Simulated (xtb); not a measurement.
xtb input (GFN1-xTB):

```bash
xtb mol.xyz --gfn 1 --sp --chrg 0 --uhf 0
```
mol.xyz:
```
3

W      0.00480055     0.00077764    -0.18365873
O      1.31289553     0.01813583     0.88441102
O     -1.35730065    -0.02532905     0.81443220
```

Output:

```
           -------------------------------------------------
          |                Calculation Setup                |
           -------------------------------------------------

           -------------------------------------------------
          |                 G F N 1 - x T B                 |
           -------------------------------------------------

        Reference                      10.1021/acs.jctc.7b00118
      * Hamiltonian:
        H0-scaling (s, p, d)           1.850000    2.250000    2.000000
        zeta-weighting                 0.000000
      * Dispersion:
        s8                             2.400000
        a1                             0.630000
        a2                             5.000000
        s9                             0.000000
      * Repulsion:
        kExp                           1.500000
        rExp                           1.000000
      * Coulomb:
        alpha                          2.000000
        third order                    atomic
        anisotropic                    false
      * Halogen bond correction:
        rad-scale                      1.300000
        damping                        0.440000

          ...................................................
          :                      SETUP                      :
          :.................................................:
          :  # basis functions                  18          :
          :  # atomic orbitals                  17          :
          :  # shells                            7          :
          :  # electrons                        18          :
          :  # halogen bonds                     0          :
          :  max. iterations                   250          :
          :  Hamiltonian                  GFN1-xTB          :
          :  restarted?                      false          :
          :  GBSA solvation                  false          :
          :  PC potential                    false          :
          :  electronic temp.          300.0000000     K    :
          :  accuracy                    1.0000000          :
          :  -> integral cutoff          0.2500000E+02      :
          :  -> integral neglect         0.1000000E-07      :
          :  -> SCF convergence          0.1000000E-05 Eh   :
          :  -> wf. convergence          0.2000000E-04 e    :
          :  Broyden damping             0.4000000          :
          :  net charge                          0          :
          :  unpaired electrons                  0          :
          ...................................................

 iter      E             dE          RMSdq      gap      omega  full diag
   1    -11.6875661 -0.116876E+02  0.101E+01    0.40       0.0  T
   2    -11.6886206 -0.105444E-02  0.618E+00    0.42       1.0  T
   3    -11.6878154  0.805154E-03  0.769E-01    0.41       1.0  T
   4    -11.6888034 -0.988029E-03  0.828E-03    0.42       7.0  T
   5    -11.6888034  0.425594E-08  0.564E-03    0.42      10.2  T
   6    -11.6888034 -0.442158E-08  0.412E-05    0.42    1400.8  T
   7    -11.6888034 -0.244427E-11  0.280E-06    0.42   20652.1  T

   *** convergence criteria satisfied after 7 iterations ***

         #    Occupation            Energy/Eh            Energy/eV
      -------------------------------------------------------------
         1        2.0000           -0.7041210             -19.1601
       ...           ...                  ...                  ...
         3        2.0000           -0.5159959             -14.0410
         4        2.0000           -0.4969398             -13.5224
         5        2.0000           -0.4950348             -13.4706
         6        2.0000           -0.4894590             -13.3189
         7        2.0000           -0.4869886             -13.2516
         8        2.0000           -0.4572516             -12.4424
         9        1.9994           -0.3251306              -8.8473 (HOMO)
        10        0.0006           -0.3096997              -8.4274 (LUMO)
        11                         -0.2526409              -6.8747
        12                         -0.2308226              -6.2810
        13                         -0.1578329              -4.2949
        14                         -0.0581083              -1.5812
       ...                                ...                  ...
        17                          0.5577742              15.1778
      -------------------------------------------------------------
                  HL-Gap            0.0154310 Eh            0.4199 eV
             Fermi-level           -0.3174152 Eh           -8.6373 eV

 SCC (total)                   0 d,  0 h,  0 min,  0.002 sec
 SCC setup                      ...        0 min,  0.000 sec (  2.603%)
 Dispersion                     ...        0 min,  0.000 sec (  0.871%)
 classical contributions        ...        0 min,  0.000 sec (  0.679%)
 integral evaluation            ...        0 min,  0.001 sec ( 27.825%)
 iterations                     ...        0 min,  0.001 sec ( 34.432%)
 molecular gradient             ...        0 min,  0.001 sec ( 29.738%)
 printout                       ...        0 min,  0.000 sec (  3.502%)

         :::::::::::::::::::::::::::::::::::::::::::::::::::::
         ::                     SUMMARY                     ::
         :::::::::::::::::::::::::::::::::::::::::::::::::::::
         :: total energy             -11.612167522336 Eh    ::
         :: gradient norm              0.033601493649 Eh/a0 ::
         :: HOMO-LUMO gap              0.419898089308 eV    ::
         ::.................................................::
         :: SCC energy               -11.688803444169 Eh    ::
         :: -> electrostatic           0.140620861821 Eh    ::
         :: repulsion energy           0.077160401012 Eh    ::
         :: dispersion energy         -0.000524479179 Eh    ::
         :: halogen bond corr.         0.000000000000 Eh    ::
         :: add. restraining           0.000000000000 Eh    ::
         :: total charge              -0.000000000000 e     ::
         :::::::::::::::::::::::::::::::::::::::::::::::::::::

           -------------------------------------------------
          |                Property Printout                |
           -------------------------------------------------

    * Orbital Energies and Occupations

         #    Occupation            Energy/Eh            Energy/eV
      -------------------------------------------------------------
         1        2.0000           -0.7041210             -19.1601
         2        2.0000           -0.6949423             -18.9103
         3        2.0000           -0.5159959             -14.0410
         4        2.0000           -0.4969398             -13.5224
         5        2.0000           -0.4950348             -13.4706
         6        2.0000           -0.4894590             -13.3189
         7        2.0000           -0.4869886             -13.2516
         8        2.0000           -0.4572516             -12.4424
         9        1.9994           -0.3251306              -8.8473 (HOMO)
        10        0.0006           -0.3096997              -8.4274 (LUMO)
        11                         -0.2526409              -6.8747
        12                         -0.2308226              -6.2810
        13                         -0.1578329              -4.2949
        14                         -0.0581083              -1.5812
        15                         -0.0314285              -0.8552
        16                          0.3309608               9.0059
        17                          0.5577742              15.1778
      -------------------------------------------------------------
                  HL-Gap            0.0154310 Eh            0.4199 eV
Note: The following floating-point exceptions are signalling: IEEE_DENORMAL
normal termination of xtb
             Fermi-level           -0.3174152 Eh           -8.6373 eV

  Mulliken/CM5 charges         n(s)   n(p)   n(d)
     1W     1.23258  1.72230   0.374  0.564  3.830
     2O    -0.61629 -0.86115   1.733  4.884  0.000
     3O    -0.61629 -0.86115   1.733  4.884  0.000

Wiberg/Mayer (AO) data.
largest (>0.10) Wiberg bond orders for each atom

 ---------------------------------------------------------------------------
     #   Z sym  total        # sym  WBO       # sym  WBO       # sym  WBO
 ---------------------------------------------------------------------------
     1  74 W    4.234 --     3 O    2.117     2 O    2.117
     2   8 O    2.229 --     1 W    2.117     3 O    0.113
     3   8 O    2.229 --     1 W    2.117     2 O    0.113
 ---------------------------------------------------------------------------

Topologies differ in total number of bonds
Writing topology from bond orders to xtbtopo.mol

 dipole moment from electron density (au)
     X       Y       Z
   0.1119   0.0181  -4.2829  total (Debye):   10.890

           -------------------------------------------------
          | TOTAL ENERGY              -11.612167522336 Eh   |
          | GRADIENT NORM               0.033601493649 Eh/α |
          | HOMO-LUMO GAP               0.419898089308 eV   |
           -------------------------------------------------

------------------------------------------------------------------------
------------------------------------------------------------------------
 total:
 SCF:
```
